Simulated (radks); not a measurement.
Values are calculated unless marked as measured or tabulated.
Problem. Radial electron density D(r) = 4 pi r^2 rho(r) of an atom or ion with 47 electrons. Level of theory: scalar-relativistic Kohn-Sham, PBE, spin-polarised, spherical densities, finite nucleus; Fermi nuclear charge, rms radius of each element as measured or else 0.836 A^(1/3) + 0.57 fm (a radial shooting solver on a logarithmic mesh with Libxc functionals).

| r (bohr) | D(r) (e/bohr) | spin D(r) |
|---|---|---|
| 0.002021 | 5.244 | 0.00139 |
| 0.002674 | 8.272 | 0.00218 |
| 0.003538 | 12.78 | 0.00334 |
| 0.004681 | 19.19 | 0.00495 |
| 0.006194 | 27.78 | 0.00701 |
| 0.008196 | 38.32 | 0.00930 |
| 0.01084 | 49.64 | 0.0112 |
| 0.01435 | 59.34 | 0.0118 |
| 0.01898 | 64.30 | 0.00966 |
| 0.02512 | 62.78 | 0.00474 |
| 0.03324 | 57.51 | -0.000162 |
| 0.04397 | 56.36 | 0.00149 |
| 0.05818 | 65.78 | 0.0141 |
| 0.07698 | 79.56 | 0.0276 |
| 0.1019 | 80.54 | 0.0181 |
| 0.1348 | 65.34 | -0.00970 |
| 0.1783 | 57.09 | 0.000925 |
| 0.2359 | 65.95 | 0.0502 |
| 0.3122 | 62.36 | 0.0324 |
| 0.4098 | 36.79 | 0.00228 |
| 0.5422 | 20.60 | 0.0970 |
| 0.7174 | 23.10 | 0.0858 |
| 0.9492 | 20.72 | -0.0511 |
| 1.256 | 11.00 | 0.196 |
| 1.662 | 4.063 | 0.626 |
| 2.199 | 1.275 | 0.593 |
| 2.909 | 0.3185 | 0.245 |
| 3.849 | 0.04540 | 0.0421 |
| 5.093 | 0.002435 | 0.00239 |

What is the nuclear charge?

Solution. Z = 50. The innermost maximum, from 1s, lies near gamma/Z bohr with gamma = sqrt(1 - (Z/c)^2) = 0.931, here 0.0186 bohr (found: 0.0204), and its height grows with Z. The density is that of the tin ion Sn3+ in [Kr] 4d10 5s1; the configuration itself is not fixed sharply by these data, and Z only to a few units. D(r) has 4 maxima, at r = 0.0204, 0.0903, 0.264, 0.783 bohr, and minima at 0.0399, 0.173, 0.569 bohr, inside which lie 2.00, 11.17, 28.95 electrons.
